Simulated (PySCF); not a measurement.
Compound: C9H13N.
Bonds: C1–C2, C2–N3, N3–C4, N3–C5, C5–C6 (aromatic), C6–C7 (aromatic), C7–C8 (aromatic), C8–C9 (aromatic), C9–C10 (aromatic), C5–C10 (aromatic). Hydrogens: H11, H12, H13 on C1; H14, H15 on C2; H16, H17, H18 on C4; H19 on C6; H20 on C7; H21 on C8; H22 on C9; H23 on C10.

The same species was optimised twice, with GFN2-xTB and with PBE0-D3(BJ)/def2-SVP (PySCF), and the same property calculations (PySCF, gas phase) were run on both structures.

| coordinate | GFN2-xTB | PBE0-D3(BJ)/def2-SVP | change |
| --- | --- | --- | --- |
| C5–C10 (Å) | 1.402 | 1.413 | +0.011 |
| C6–C7 (Å) | 1.381 | 1.391 | +0.010 |
| C8–C9 (Å) | 1.384 | 1.394 | +0.010 |
| C5–C6 (Å) | 1.402 | 1.413 | +0.011 |
| C9–C10 (Å) | 1.381 | 1.390 | +0.009 |
| C7–C8 (Å) | 1.384 | 1.393 | +0.009 |
| C1–C2 (Å) | 1.531 | 1.524 | -0.007 |
| N3–C4 (Å) | 1.445 | 1.438 | -0.007 |
| N3–C5 (Å) | 1.379 | 1.381 | +0.002 |
| C2–N3 (Å) | 1.444 | 1.445 | +0.001 |
| C2–N3–C4 (°) | 116.3 | 117.8 | +1.5 |
| C1–C2–N3 (°) | 113.3 | 114.4 | +1.1 |
| C7–C8–C9 (°) | 118.5 | 118.2 | -0.3 |
| C8–C9–C10 (°) | 121.0 | 121.4 | +0.4 |
| C6–C7–C8 (°) | 121.0 | 121.3 | +0.3 |
| C2–N3–C5 (°) | 121.4 | 121.1 | -0.3 |
| N3–C5–C10 (°) | 122.3 | 122.0 | -0.3 |
| C4–N3–C5 (°) | 119.2 | 119.4 | +0.2 |
| C1–C2–N3–C4 (°) | 81 | 86 | +5 |
| C2–N3–C5–C6 (°) | 174 | 172 | -2 |

Rotational constants: A = 2589, B = 951.6, C = 745.9 MHz (GFN2-xTB) against A = 2535, B = 946.2, C = 738.7 MHz (PBE0-D3(BJ)/def2-SVP). Point groups within 0.08 Å: C1 and C1.

On the GFN2-xTB structure: HOMO (eV) -5.46 [PBE0/pcSseg-1]; LUMO (eV) 0.13 [PBE0/pcSseg-1]; dipole (D) 2.11 [PBE0/pcSseg-1]; GIAO shielding of C1 (ppm) 176.1 [PBE0/pcSseg-1]; GIAO shielding of C2 (ppm) 137.3 [PBE0/pcSseg-1]; GIAO shielding of N3 (ppm) 188.9 [PBE0/pcSseg-1]; GIAO shielding of C4 (ppm) 146.6 [PBE0/pcSseg-1]; GIAO shielding of C5 (ppm) 36.0 [PBE0/pcSseg-1]; GIAO shielding of C6/C10 (mean) (ppm) 72.5 [PBE0/pcSseg-1]; GIAO shielding of C7/C9 (mean) (ppm) 51.9 [PBE0/pcSseg-1]; GIAO shielding of C8 (ppm) 66.6 [PBE0/pcSseg-1].

Problem. What do these properties become on the PBE0-D3(BJ)/def2-SVP structure?

Solution. 
| property | level | on GFN2-xTB | on PBE0-D3(BJ)/def2-SVP | change |
| --- | --- | --- | --- | --- |
| HOMO (eV) | PBE0/pcSseg-1 | -5.46 | -5.47 | -0.01 |
| LUMO (eV) | PBE0/pcSseg-1 | 0.13 | 0.07 | -0.06 |
| dipole (D) | PBE0/pcSseg-1 | 2.11 | 2.15 | +0.04 |
| energy, GFN2-xTB geometry as zero (kcal/mol) | PBE0/pcSseg-1 | 0.0 | -0.5 | -0.5 |
| GIAO shielding of C1 (ppm) | PBE0/pcSseg-1 | 176.1 | 173.6 | -2.5 |
| GIAO shielding of C2 (ppm) | PBE0/pcSseg-1 | 137.3 | 136.5 | -0.8 |
| GIAO shielding of N3 (ppm) | PBE0/pcSseg-1 | 188.9 | 186.9 | -2.0 |
| GIAO shielding of C4 (ppm) | PBE0/pcSseg-1 | 146.6 | 145.7 | -0.9 |
| GIAO shielding of C5 (ppm) | PBE0/pcSseg-1 | 36.0 | 34.2 | -1.8 |
| GIAO shielding of C6/C10 (mean) (ppm) | PBE0/pcSseg-1 | 72.5 | 70.3 | -2.2 |
| GIAO shielding of C7/C9 (mean) (ppm) | PBE0/pcSseg-1 | 51.9 | 49.4 | -2.5 |
| GIAO shielding of C8 (ppm) | PBE0/pcSseg-1 | 66.6 | 64.4 | -2.2 |

The heavy atoms differ by 0.035 Å rms after alignment. Among bonds between heavy atoms C5–C6, C5–C10, C6–C7 and C8–C9 change most and about equally (+0.010 to +0.011 Å). Changes are differences of the printed values. Neither structure is proved a minimum here.

The values belong to the conformer `[CH3:1][CH2:2][N:3]([CH3:4])[c:5]1[cH:6][cH:7][cH:8][cH:9][cH:10]1`: C1–C2–N3–C4 86°, C2–N3–C5–C6 172°.
